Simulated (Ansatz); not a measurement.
`[NH2][InH][Cl]` + CH₃OH → `C[O][InH][Cl]` + NH₃ at 600 K and 1 bar (ligand exchange at the In–N bond).

Calculated with Ansatz (gas phase, PBE0-D4/def2-TZVP geometries, no zero-point term in ΔE). CBS: MP2 limit from def2 TZ/QZ plus the TZ coupled-cluster correction, frozen cores. This one scheme is used for every species. def2 core potentials past Kr. For In outer-core shells are correlated without core-valence functions, which leaves a few kJ/mol of doubt a bond. One conformer a species, not always the lowest.

```
         species  CCSD(T)/CBS energy (Eh)  H − E (kJ/mol)  S (J/(mol·K))
`[NH2][InH][Cl]`               -706.15182           128.7          384.5
           CH₃OH               -115.61712           163.6          277.3
 `C[O][InH][Cl]`               -765.26650           180.2          432.6
             NH₃                -56.50880           112.4          219.5
```

H − E and S are ideal-gas, rigid-rotor, harmonic terms from PBE0-D4/def2-TZVP, for one conformer and one mirror image of each species. 1 Eh = 2625.50 kJ/mol, R = 8.31446 J/(mol·K).

**Question.** By hand: ΔE, ΔH, ΔS and ΔG.

**Answer.** ΔE = (-765.26650) + (-56.50880) − (-706.15182) − (-115.61712) = -0.00636 Eh = -16.7 kJ/mol. Δ(H − E) = 180.2 + 112.4 − 128.7 − 163.6 = 0.3, so ΔH = -16.4 kJ/mol. ΔS = 432.6 + 219.5 − 384.5 − 277.3 = -9.7 J/(mol·K). ΔG = -16.4 − 600 × (-9.7)/1000 = -10.6 kJ/mol.

**Question.** By hand: the equilibrium constant, and the temperature at which ΔG would vanish if ΔH and ΔS stayed fixed.

**Answer.** log₁₀ K = −ΔG/(RT ln 10) = 0.9. ΔG = 0 at ΔH/ΔS = 1691 K, though so small a ΔS makes that figure unsure.

TΔS isn't small against ΔH here. A doubt of 5 kJ/mol in ΔE shifts log₁₀ K by 0.4 here. Other conformers and mirror images would add mixing entropy, several J/(mol·K) or more a flexible species. These are equilibria of isolated gas molecules and say nothing of rates. Largest T1 diagnostic: 0.016 (customary marks: 0.02 for closed shells, 0.045 for open ones).
